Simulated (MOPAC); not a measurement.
Job for MOPAC: PM3 on CH5BOSe (SMILES COB[SeH]), a point of a torsion scan.

```
PM3 1SCF PRECISE CHARGE=0 THREADS=1
CH5BOSe

C     -0.99146013 1    -0.80927596 1    -0.02698105 1
O     -1.24816927 1     0.31311388 1    -0.83400625 1
B     -1.45135629 1     0.29789450 1    -2.14209017 1
Se    -1.77321257 1     2.02603950 1    -2.92502937 1
H     -0.01829986 1    -0.67751566 1     0.45048980 1
H     -0.99013880 1    -1.73151854 1    -0.61260859 1
H     -1.76339328 1    -0.86533273 1     0.74331689 1
H     -1.44781191 1    -0.66074122 1    -2.82168415 1
H     -1.66888588 1     2.77837043 1    -1.70702981 1
```

Program output:

```
*******************************************************************************
 **                                                                           **
 **                              MOPAC v23.2.5                                **
 **                                                                           **
 *******************************************************************************
 ** MOPAC's Digital Object Identifier: https://doi.org/10.5281/zenodo.6511958 **
 **                                                                           **
 ** Please cite the open-source release paper for use of this MOPAC version:  **
 ** J. E. Moussa and J. J. P. Stewart (2026)                                  **
 ** MOPAC: An open-source semiempirical molecular orbital program             **
 ** J. Open Source Softw., 11(119), 8025, https://doi.org/10.21105/joss.08025 **
 *******************************************************************************

                              PM3 CALCULATION RESULTS

 *******************************************************************************
 *  PM3        - The PM3 Hamiltonian to be used
 *
 *
 *
 *                 CHARGE ON SYSTEM = 0
 *
 *
 *
 *  PRECISE    - TIGHTER CRITERIA TO BE USED
 *  1SCF       - DO 1 SCF AND THEN STOP
 *  THREADS=1  - MULTI-THREADING NOT USED
 *  T=         - A TIME OF 172800.0 SECONDS REQUESTED
 *  DUMP=N     - RESTART FILE WRITTEN EVERY 7200.0 SECONDS REQUESTED
 *******************************************************************************
PM3 1SCF PRECISE CHARGE=0 THREADS=1
 CH5BOSe

   ATOM   CHEMICAL          X               Y               Z
  NUMBER   SYMBOL      (ANGSTROMS)     (ANGSTROMS)     (ANGSTROMS)

     1       C         -0.99146013  *  -0.80927596  *  -0.02698105  *
     2       O         -1.24816927  *   0.31311388  *  -0.83400625  *
     3       B         -1.45135629  *   0.29789450  *  -2.14209017  *
     4      Se         -1.77321257  *   2.02603950  *  -2.92502937  *
     5       H         -0.01829986  *  -0.67751566  *   0.45048980  *
     6       H         -0.99013880  *  -1.73151854  *  -0.61260859  *
     7       H         -1.76339328  *  -0.86533273  *   0.74331689  *
     8       H         -1.44781191  *  -0.66074122  *  -2.82168415  *
     9       H         -1.66888588  *   2.77837043  *  -1.70702981  *



          CARTESIAN COORDINATES

    NO.       ATOM           X           Y           Z

     1         C         -0.9915     -0.8093     -0.0270
     2         O         -1.2482      0.3131     -0.8340
     3         B         -1.4514      0.2979     -2.1421
     4        Se         -1.7732      2.0260     -2.9250
     5         H         -0.0183     -0.6775      0.4505
     6         H         -0.9901     -1.7315     -0.6126
     7         H         -1.7634     -0.8653      0.7433
     8         H         -1.4478     -0.6607     -2.8217
     9         H         -1.6689      2.7784     -1.7070

  H: (PM3): J. J. P. STEWART, J. COMP. CHEM. 10, 209 (1989).
  B: (PM3): J. J. P. STEWART, J. MOL. MOD., 10, 155-164 (2004)
  C: (PM3): J. J. P. STEWART, J. COMP. CHEM. 10, 209 (1989).
  O: (PM3): J. J. P. STEWART, J. COMP. CHEM. 10, 209 (1989).
 Se: (PM3): J. J. P. STEWART, J. COMP. CHEM. 12, 320-341 (1991).

           Empirical Formula: C H5 O B Se  =     9 atoms



      MOLECULAR POINT GROUP   :   Cs


      RHF CALCULATION, NO. OF DOUBLY OCCUPIED LEVELS = 12


 -------------------------------------------------------------------------------
 PM3 1SCF PRECISE CHARGE=0 THREADS=1
 CH5BOSe



     1SCF WAS SPECIFIED, SO BFGS WAS NOT USED
     SCF FIELD WAS ACHIEVED


                              PM3 CALCULATION
                                                       MOPAC v23.2.5 Linux




          FINAL HEAT OF FORMATION =        -65.32089 KCAL/MOL =    -273.30262 KJ/MOL


          COSMO AREA              =        118.21 SQUARE ANGSTROMS
          COSMO VOLUME            =        102.61 CUBIC ANGSTROMS

          IONIZATION POTENTIAL    =          9.841559 EV
          HOMO LUMO ENERGIES (EV) =         -9.842 -0.578
          NO. OF FILLED LEVELS    =         12
          MOLECULAR WEIGHT        =        122.8199         POINT GROUP:  Cs

          MOLECULAR DIMENSIONS (Angstroms)

            Atom       Atom       Distance
            H     9    H     6     4.69016
            H     8    H     7     3.44739
            H     5    H     8     1.71493


          SCF CALCULATIONS        =          1





   ATOM   CHEMICAL          X               Y               Z
  NUMBER   SYMBOL      (ANGSTROMS)     (ANGSTROMS)     (ANGSTROMS)

     1       C         -0.99146013  *  -0.80927596  *  -0.02698105  *
     2       O         -1.24816927  *   0.31311388  *  -0.83400625  *
     3       B         -1.45135629  *   0.29789450  *  -2.14209017  *
     4      Se         -1.77321257  *   2.02603950  *  -2.92502937  *
     5       H         -0.01829986  *  -0.67751566  *   0.45048980  *
     6       H         -0.99013880  *  -1.73151854  *  -0.61260859  *
     7       H         -1.76339328  *  -0.86533273  *   0.74331689  *
     8       H         -1.44781191  *  -0.66074122  *  -2.82168415  *
     9       H         -1.66888588  *   2.77837043  *  -1.70702981  *

                             CARTESIAN COORDINATES

   1    C       -0.991460130    -0.809275960    -0.026981050
   2    O       -1.248169270     0.313113880    -0.834006250
   3    B       -1.451356290     0.297894500    -2.142090170
   4   Se       -1.773212570     2.026039500    -2.925029370
   5    H       -0.018299860    -0.677515660     0.450489800
   6    H       -0.990138800    -1.731518540    -0.612608590
   7    H       -1.763393280    -0.865332730     0.743316890
   8    H       -1.447811910    -0.660741220    -2.821684150
   9    H       -1.668885880     2.778370430    -1.707029810


           Empirical Formula: C H5 O B Se  =     9 atoms



      MOLECULAR POINT GROUP   :   Cs


                  EIGENVALUES
 -40.14776 -28.26046 -22.94393 -19.72669 -17.49938 -16.99554 -16.16177 -13.21794
 -12.91259 -12.06858 -10.85258  -9.84156  -0.57810   0.28423   0.79119   2.60278
   3.52651   3.74287   3.78400   3.94369   5.52272


              NET ATOMIC CHARGES AND DIPOLE CONTRIBUTIONS

  ATOM NO.   TYPE          CHARGE      No. of ELECS.   s-Pop       p-Pop
    1          C           0.044899        3.9551     1.13522     2.81988
    2          O          -0.112973        6.1130     1.72692     4.38606
    3          B          -0.220143        3.2201     1.03806     2.18209
    4         Se           0.093759        5.9062     1.83157     4.07467
    5          H           0.042000        0.9580     0.95800
    6          H           0.037130        0.9629     0.96287
    7          H           0.042262        0.9577     0.95774
    8          H           0.074471        0.9255     0.92553
    9          H          -0.001404        1.0014     1.00140
 DIPOLE           X         Y         Z       TOTAL
 POINT-CHG.     0.155    -0.623     0.529     0.832
 HYBRID         0.372    -0.649     1.893     2.036
 SUM            0.527    -1.273     2.422     2.787


          ATOMIC ORBITAL ELECTRON POPULATIONS

     Atom    s        px        py        pz
    1  C   1.13522   0.99778   0.88616   0.93593
    2  O   1.72692   1.61303   1.40225   1.37077
    3  B   1.03806   0.49397   0.94359   0.74452
    4 Se   1.83157   1.85540   1.06960   1.14966
    5  H   0.95800
    6  H   0.96287
    7  H   0.95774
    8  H   0.92553
    9  H   1.00140

 **********************
 *                    *
 * JOB ENDED NORMALLY *
 *                    *
 **********************




 == MOPAC DONE ==
```

The run finished.

Cost: about 0.03 core-seconds (a rough figure).
